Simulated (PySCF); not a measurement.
Ligands exchanged one at a time, In F-H. Isolated molecules, 0 K electronic values unless said otherwise. Strings in code marks are SMILES.

The HOMO–LUMO gap from two functionals at the same geometries (CAM-B3LYP-D3(BJ)/def2-TZVP), both in PySCF: PBE-D3(BJ)/def2-TZVP and TPSSh-D3(BJ)/def2-TZVP. 

| species | PBE-D3(BJ)/def2-TZVP (eV) | TPSSh-D3(BJ)/def2-TZVP (eV) |
|---|---|---|
| 0 of 3 F replaced by H (`[F][In]([F])[F]`) | 4.83 | 6.26 |
| 1 of 3 F replaced by H (`[InH]([F])[F]`) | 5.46 | 6.81 |
| 2 of 3 F replaced by H | 4.73 | 5.96 |
| 3 of 3 F replaced by H (`[InH3]`) | 4.36 | 5.47 |

Over these rows, drawn at random from the members with no instability flagged (it was tested for open shells, ions and some series alone), PBE minus TPSSh-D3(BJ): mean -1.28 eV, from -1.43 eV to -1.12 eV.
